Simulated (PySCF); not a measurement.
Job file and geometry (Å, from PBE0-D3(BJ)/def2-SVP) of an NMR shielding run on `InChI=1S/C3H10P2Si/c4-6(5)3-1-2-3/h3,6H,1-2,4-5H2`, PySCF 2.14.0, density-fitted response routines, GIAO PBE0/pcSseg-1 NMR shielding, non-relativistic, gas phase; density fitting, a coarse starting grid and PySCF grid level 2 are the driver's defaults:

```
{"job": {"kind": "nmr", "xc": "PBE0", "basis": "pcSseg-1"}, "charge": 0, "multiplicity": 1}
P      1.945007    -1.942428     0.587390
Si     0.907874    -0.180361    -0.391040
P      2.433234     1.496059    -0.411931
C     -0.647676     0.197793     0.565271
C     -1.938984    -0.507063     0.218567
C     -1.782588     0.943877    -0.093569
H      0.976939    -2.887980     0.127504
H      2.829216    -2.164377    -0.512496
H      0.521999    -0.446450    -1.815035
H      1.455755     2.494059    -0.718391
H      2.335103     1.701808     0.999397
H     -0.494673     0.409467     1.629992
H     -1.935313    -1.217617    -0.614327
H     -2.595427    -0.794501     1.044342
H     -2.332387     1.668271     0.513395
H     -1.672254     1.237161    -1.142661
```

**Question.** What does the program print?

**Answer.** 
```
coarse grid: 14336 points
cycle   1  E = -1091.8692001918  dE =  3.834e-01  |g| = 3.205e-01  |ddm| = 3.536e+00
cycle   2  E = -1091.8629848507  dE =  6.215e-03  |g| = 3.675e-01  |ddm| = 6.765e-01
cycle   3  E = -1091.8982601093  dE = -3.528e-02  |g| = 3.983e-02  |ddm| = 3.755e-01
cycle   4  E = -1091.8985966032  dE = -3.365e-04  |g| = 1.690e-02  |ddm| = 7.092e-02
cycle   5  E = -1091.8986752854  dE = -7.868e-05  |g| = 4.362e-03  |ddm| = 2.980e-02
cycle   6  E = -1091.8986795942  dE = -4.309e-06  |g| = 1.714e-03  |ddm| = 7.495e-03
final grid: 123128 points
cycle   7  E = -1091.9351253974  dE = -2.655e-05  |g| = 7.098e-03  |ddm| = 2.817e-02
cycle   8  E = -1091.9351172507  dE =  8.147e-06  |g| = 9.080e-03  |ddm| = 1.557e-02
cycle   9  E = -1091.9351388071  dE = -2.156e-05  |g| = 3.909e-04  |ddm| = 8.831e-03
cycle  10  E = -1091.9351388397  dE = -3.260e-08  |g| = 1.300e-04  |ddm| = 6.882e-04
cycle  11  E = -1091.9351388434  dE = -3.686e-09  |g| = 5.267e-05  |ddm| = 1.695e-04
cycle  12  E = -1091.9351388440  dE = -6.587e-10  |g| = 1.046e-05  |ddm| = 6.541e-05
converged SCF energy = -1091.9351388440

GIAO shielding tensors (ppm)
atom      isotropic    diamagn.    paramagn.     s11        s22        s33       span
  0 P      594.285     967.065    -372.781    525.958    586.730    670.167    144.209
  1 Si     350.733     881.427    -530.694    304.113    345.005    403.080     98.967
  2 P      583.379     967.240    -383.861    533.039    587.130    629.968     96.928
  3 C      183.344     255.000     -71.656    155.101    172.928    222.003     66.901
  4 C      177.943     253.083     -75.141    150.621    174.017    209.191     58.570
  5 C      179.214     253.015     -73.801    151.177    174.400    212.064     60.887
  6 H       29.328      29.681      -0.353     23.541     27.558     36.884     13.343
  7 H       29.594      28.913       0.681     24.094     26.889     37.798     13.704
  8 H       27.137      30.692      -3.554     24.097     25.910     31.405      7.309
  9 H       29.309      30.231      -0.922     23.915     27.411     36.601     12.686
 10 H       29.550      30.062      -0.512     25.247     27.378     36.024     10.777
 11 H       31.660      32.968      -1.308     24.878     28.902     41.199     16.321
 12 H       30.993      31.717      -0.723     25.308     28.560     39.112     13.804
 13 H       30.503      30.502       0.001     24.862     25.767     40.880     16.018
 14 H       30.532      30.493       0.040     24.785     25.846     40.966     16.181
 15 H       30.996      31.714      -0.718     25.310     28.440     39.238     13.927
```

**Question.** Turn these shieldings into chemical shifts. References, each an isolated molecule treated in the same way: 31P (σref 310.13) against H3PO4; TMS for 29Si (σref 351.99), 13C (σref 184.41), 1H (σref 31.27).

**Answer.** Averaging equivalent atoms: P 0/2: -278.7; Si 1: 1.3; C 4/5: 5.8; C 3: 1.1; H 8: 4.13; H 6/7/9/10: 1.82; H 13/14: 0.75; H 12/15: 0.27; H 11: -0.39 ppm. Experimental scales use liquid or dissolved standards, which lie at an offset from isolated H3PO4.

Size and cost of the density-fitted run: 173 basis functions, 24 s wall time on 1 thread of an Arm Neoverse V1, shared host.
